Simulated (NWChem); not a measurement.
# MgHCl; SMILES [MgH][Cl]

Program: NWChem. Pople sets run with spherical d functions. Geometry: optimised at B3LYP/6-31G* (spherical d). Level B3LYP/6-31G*: energy and gradient on several grids; changes count from the extra-fine grid, which is no exact limit either.

Which is the coarsest grid (xcoarse; medium; fine; coarse; xfine) from which on the energy stays within 50 μHa and each gradient component within 100 μHa/bohr of xfine?

coarse.
```json
[
 {"grid": "xcoarse", "size of the energy change (μHa)": "100", "largest change of a gradient component (μHa/bohr)": "2000"},
 {"grid": "coarse", "size of the energy change (μHa)": "20", "largest change of a gradient component (μHa/bohr)": "< 30"},
 {"grid": "medium", "size of the energy change (μHa)": "< 10", "largest change of a gradient component (μHa/bohr)": "50"},
 {"grid": "fine", "size of the energy change (μHa)": "< 10", "largest change of a gradient component (μHa/bohr)": "< 30"},
 {"grid": "xfine", "size of the energy change (μHa)": "< 10", "largest change of a gradient component (μHa/bohr)": "< 30"}
]
```
